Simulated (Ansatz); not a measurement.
Total energies of `[OH][Hf]([Cl])([Cl])[Cl]`.

```xyz
6

O    -1.4442   -0.2427   -0.2153
Hf    0.3915    0.0662    0.0579
Cl    0.7589    0.5770    2.3084
Cl    1.5892   -1.8554   -0.5197
Cl    1.0780    1.8555   -1.2791
H    -2.3735   -0.4006   -0.3522
```

The species carries charge 0 and has multiplicity 1. Correlated methods include outer-core shells of Hf, which these sets cover unevenly. Hf takes the def2 core potential. The structure was optimised at the PBE0-D4/def2-TZVP level. It is one conformer, not always the lowest. Basis def2-TZVPP, the Gaussian-basis code of Ansatz.

RPA on PBE orbitals: Hartree–Fock energy of these orbitals -1501.76496 Eh, correlation -1.74046 Eh (frozen core).

```
             functional  energy without D4 (Eh)  D4 term (kJ/mol)
                    PBE             -1504.22717             -17.7
                   BLYP             -1504.80984             -35.4
                 B97M-V             -1504.48330                 –
                   PBE0             -1504.30328             -15.7
                  B3LYP             -1504.91077             -28.7
                r2SCANh             -1504.72503              -4.9
                r2SCAN0             -1504.68518              -5.5
HSE06 (plane-wave form)             -1504.27584             -15.1
                  BHLYP             -1504.71283             -28.1
              CAM-B3LYP             -1504.82767             -16.8
                LC-ωPBE             -1504.44599                 –
                ωB97X-V             -1504.59541                 –
                 B2PLYP             -1504.31567                 –
               PBE-QIDH             -1503.96806                 –
```

Question: Give the same for LDA (SPW92), revPBE, r2SCAN, ωB97M-V. (Best estimate.)

Answer: Ansatz gave: 
```tsv
functional	energy without D4 (Eh)	D4 term (kJ/mol)
LDA (SPW92)	-1499.74295	–
revPBE	-1504.61699	-35.8
r2SCAN	-1504.75264	-4.4
ωB97M-V	-1504.68697	–
```

B3LYP takes the VWN-RPA correlation (the form of Gaussian; ORCA's B3LYP/G). HSE06 is the plane-wave form, built on full-range PBE exchange. The double hybrids freeze the cores in their second-order part.

LC-ωPBE has ω = 0.4 bohr⁻¹.
